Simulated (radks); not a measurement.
Values are calculated unless marked as measured or tabulated.
Question: Neutral thallium, 81 electrons, occupied as [Hg] 6p1. Level of theory: scalar-relativistic Kohn-Sham, PBE, spin-polarised, spherical densities, finite nucleus; open shells are filled with parallel spins first (spin-orbit coupling, left out, can overturn this in heavy ions); Fermi nuclear charge, rms radius 5.4759 fm (a radial shooting solver on a logarithmic mesh with Libxc functionals). Some entries of the table are withheld. Estimate them.

orbital  occ.  eigenvalue (hartree)  r(max) (bohr)
1s up       1             -3145.030        0.01003
1s down     1             -3145.030        0.01003
2s down     1             -560.0138        0.05815
2s up       1             -560.0138        0.05815
2p up       3             -481.8477        0.04833
2p down     3             -481.8476        0.04833
3s up       1             -133.6729         0.1639
3s down     1             -133.6728         0.1639
3p up       3             -111.1619         0.1638
3p down     3             -111.1618         0.1638
3d up       5             -87.78953         0.1334
3d down     5             -87.78945         0.1334
4s up       1             -29.83168         0.3689
4s down     1             -29.83152         0.3689
4p up       3             -22.44922         0.3890
4p down     3             -22.44905         0.3890
4d up       5             -13.78085         0.3954
4d down     5             -13.78065         0.3954
5s up       1              -4.80871         0.8080
5s down     1              -4.80839         0.8080
4f up       7              -4.18914         0.3580
4f down     7              -4.18891         0.3580
5p up       3              -2.79511            (1)
5p down     3              -2.79481            (2)
5d up       5              -0.56908            (3)
5d down     5              -0.56572            (4)
6s up       1              -0.35764          2.082
6s down     1              -0.33959          2.065
6p up       1                   (5)          2.925
6p down     0                   (6)          2.900

Answer: 
(1) 5p up r(max) (bohr): 0.9045
(2) 5p down r(max) (bohr): 0.9045
(3) 5d up r(max) (bohr): 1.115
(4) 5d down r(max) (bohr): 1.115
(5) 6p up eigenvalue (hartree): -0.09611
(6) 6p down eigenvalue (hartree): -0.07267
